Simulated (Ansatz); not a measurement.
Ideal-gas functions of `O[Si](F)(F)Br` at 500 K and 1 bar, from an Ansatz frequency run at PBE0-D4/def2-TZVP.

Molar mass 162.99 g/mol, point group Cs (symmetry number 1), electronic degeneracy 1, moments of inertia 123.661, 327.376, 330.841 u Å². Harmonic wavenumbers (cm⁻¹, unscaled): 118, 198, 212, 279, 339, 340, 491, 773, 886, 971, 1016, 3913.

Use S(trans) = R[1.5 ln M + 2.5 ln T − 1.1517]; rotational temperatures θ = 24.2544 K / I; S(rot) = R[ln(√π/σ · √(T³/θAθBθC)) + 1.5]; for each mode x = 1.438777 ν̃/T, S = R[x/(eˣ − 1) − ln(1 − e⁻ˣ)] and H = RT x/(eˣ − 1); 1 cm⁻¹ = 0.0119627 kJ/mol; R = 8.31446 J/(mol·K).

Q: By hand: the entropy, in J/(mol·K).

A: Translation 183.1. Rotation: θ = 0.1961, 0.0741, 0.0733 K, giving 123.2. Vibration, mode by mode: 17.33, 13.10, 12.55, 10.36, 8.84, 8.82, 6.10, 3.19, 2.47, 2.04, 1.84, 0.00, in all 86.7. Electronic 0.0. Sum 393.0 J/(mol·K).

Q: By hand: H − E and G − E in kJ/mol, counted from the electronic energy.

A: Zero-point energy ½ × 9536 × 0.0119627 = 57.0; thermal vibration 22.6; translation, rotation and pV give 4 RT = 16.6. H − E = 96.2 kJ/mol, and G − E = 96.2 − 500 × 393.0/1000 = -100.3 kJ/mol.

Vibration gives 22 % of the entropy, 17.3 J/(mol·K) of it from the mode under 150 cm⁻¹: soft modes count most, and the harmonic formula is weakest for them. The sum counts one conformer and one mirror image; others add a mixing term.
